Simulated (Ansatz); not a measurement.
Job for Ansatz (a program for electronic structure): R-CCSD(T)/aug-cc-pVDZ on C2H5NO (a complex), monomers drawn apart or pushed together.

Ansatz 0.2 input:
```yaml
crystal:
  periodic: [false, false, false]
  atoms:
    - {symbol: O, position_ang: [-0.12077657, 0.16146854, -0.88120611]}
    - {symbol: H, position_ang: [0.02235168, 0.11252110, 0.07554706]}
    - {symbol: H, position_ang: [-1.04094350, 0.42390226, -0.97768318]}
    - {symbol: C, position_ang: [0.95852676, -0.19279058, 5.44859938]}
    - {symbol: C, position_ang: [0.58841171, -0.07809139, 4.04829244]}
    - {symbol: N, position_ang: [0.29841576, 0.01184712, 2.94142122]}
    - {symbol: H, position_ang: [1.36744510, -1.18383560, 5.64613685]}
    - {symbol: H, position_ang: [1.71069595, 0.55580759, 5.69810733]}
    - {symbol: H, position_ang: [0.08375345, -0.03911031, 6.08070191]}
basis:
  gaussian:
    orbitals: aug-cc-pVDZ
magnetization: {spin_polarized: false}
correlation: {method: ccsd_t, electrons: outside_noble_gas}
scf: {lower_state_search: off}
```

The log:

```
WARN ansatz: RAYON_NUM_THREADS=1 ignored (pool sized by the plan → 1); use --threads N
Functional definition: HF
these checks for a lower state are left out or cut short: stability, starts, cluster_reference, orbital_swaps, neighbouring_geometries, increment
integrals: 0.32 GiB planned
1344 factors; integrals over basis functions are off by at most 1.1e-3 eV
mean field: 0.32 GiB planned
mean field evaluation 1: about -5655.2856 eV, gradient 4.4e1 eV
mean field evaluation 2: about -5655.2874 eV, gradient 4.4e1 eV
mean field evaluation 4: about -5659.5915 eV, gradient 4.7e0 eV
mean field evaluation 8: about -5659.6702 eV, gradient 4.8e-1 eV
mean field -5659.67112859 eV, -207.9890777128 hartree, gradient 2.1e-6 eV, S^2 0.000000; 0 other end points of the search recorded, 0 dependent functions left out
4 core orbitals not correlated
reference -5659.67112859 eV, -207.9890777128 hartree; 12, 12 occupied and 121, 121 virtual orbitals, 1344 factors
second order -17.88781357 eV of doubles, -0.00000000 eV of singles
coupled cluster: 0.93 GiB planned
cycle   1  -18.04637331 eV  change   -1.6e-1 eV  update   1.0e-1
cycle   2  -18.54152740 eV  change   -5.0e-1 eV  update   3.0e-2
cycle   3  -18.66687055 eV  change   -1.3e-1 eV  update   1.4e-2
cycle   4  -18.66338697 eV  change    3.5e-3 eV  update   3.5e-3
cycle   5  -18.66604799 eV  change   -2.7e-3 eV  update   1.3e-3
cycle   6  -18.66647191 eV  change   -4.2e-4 eV  update   3.4e-4
cycle   7  -18.66643908 eV  change    3.3e-5 eV  update   1.0e-4
cycle   8  -18.66648343 eV  change   -4.4e-5 eV  update   3.1e-5
cycle   9  -18.66649798 eV  change   -1.5e-5 eV  update   1.0e-5
perturbative correction -0.64897960 eV, -0.0238495605 hartree
Total energy: -5678.98660618 eV, -208.6989084216 hartree
Checks for a lower state left out: stability, starts, cluster_reference, orbital_swaps, neighbouring_geometries, increment
```

Self-consistency was reached.

Cost: roughly 26 core-seconds.
